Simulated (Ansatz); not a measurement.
Input file for CH4Cl2FNOW (`C[N]=[W]([OH])([F])([Cl])[Cl]`):

```yaml
crystal:
  periodic: [false, false, false]
  atoms:
    - {symbol: C, position_ang: [1.013897, -1.618806, -0.439159]}
    - {symbol: N, position_ang: [0.228060, -0.468003, -0.246917]}
    - {symbol: W, position_ang: [-0.458588, 1.103382, 0.036791]}
    - {symbol: O, position_ang: [-1.901932, 0.578756, 1.089910]}
    - {symbol: F, position_ang: [-0.791138, 1.433577, -1.759826]}
    - {symbol: Cl, position_ang: [-1.130998, 3.359165, 0.347508]}
    - {symbol: Cl, position_ang: [1.433486, 1.694141, 1.191186]}
    - {symbol: H, position_ang: [1.164217, -1.810529, -1.506391]}
    - {symbol: H, position_ang: [1.992592, -1.472697, 0.034064]}
    - {symbol: H, position_ang: [0.538080, -2.496017, 0.011493]}
    - {symbol: H, position_ang: [-2.022276, -0.359968, 1.261940]}
basis:
  gaussian: {orbitals: def2-SVP}
correlation: {method: ccsd_t}
```

```sh
$ ansatz run in.yaml --threads 2 --pin off --events-out ev --progress --plain --max-ram 32768MiB --backend cuda --devices 0, --max-vram 18GiB
```

Log, shortened:

```
Functional definition: HF
1387 factors; integrals over basis functions are off by at most 1.5e-3 eV
mean field evaluation 1: about -34111.7007 eV, gradient 6.9e1 eV
mean field evaluation 2: about -34111.9907 eV, gradient 6.9e1 eV
mean field evaluation 4: about -34121.8682 eV, gradient 1.0e1 eV
mean field evaluation 8: about -34122.1394 eV, gradient 9.5e-1 eV
mean field evaluation 16: about -34122.1446 eV, gradient 2.1e-6 eV
mean field -34122.14455148 eV, -1253.9656834466 hartree, gradient 7.5e-6 eV, S^2 0.000000; 0 other end points of the search recorded, 0 dependent functions left out; unrestricted orbitals would lower it
14 core orbitals not correlated: weight in the atoms' cores, before any rotation towards them, 1.000 or more for the frozen orbitals, at most 0.000 for the correlated occupied ones
reference -34122.14455148 eV, -1253.9656834466 hartree; 27, 27 occupied and 103, 103 virtual orbitals, 1387 factors
second order -36.79485435 eV of doubles, -0.00000000 eV of singles
cycle   1  -34.46751195 eV  change     2.3e0 eV  update   2.7e-1
cycle   2  -35.95738723 eV  change    -1.5e0 eV  update   1.6e-1
cycle   3  -36.32054074 eV  change   -3.6e-1 eV  update   3.6e-2
cycle   4  -36.34720270 eV  change   -2.7e-2 eV  update   1.4e-2
cycle   5  -36.33485967 eV  change    1.2e-2 eV  update   3.9e-3
cycle   6  -36.33735931 eV  change   -2.5e-3 eV  update   1.9e-3
cycle   7  -36.33681414 eV  change    5.5e-4 eV  update   8.0e-4
cycle   8  -36.33649839 eV  change    3.2e-4 eV  update   3.6e-4
cycle   9  -36.33651884 eV  change   -2.0e-5 eV  update   1.6e-4
cycle  10  -36.33667952 eV  change   -1.6e-4 eV  update   7.1e-5
cycle  11  -36.33655183 eV  change    1.3e-4 eV  update   3.2e-5
cycle  12  -36.33650176 eV  change    5.0e-5 eV  update   1.6e-5
perturbative correction -1.46403668 eV, -0.0538023555 hartree
Total energy: -34159.94508992 eV, -1255.3548276122 hartree
```

It took 9.5 s on 2 threads of an AMD EPYC 7R13 on a shared host and a share of an NVIDIA H100 80 GB, with 0.77 GiB of host memory at the peak.

Correlation energy per correlated electron: -0.700 eV. T1 diagnostic: 0.0178.
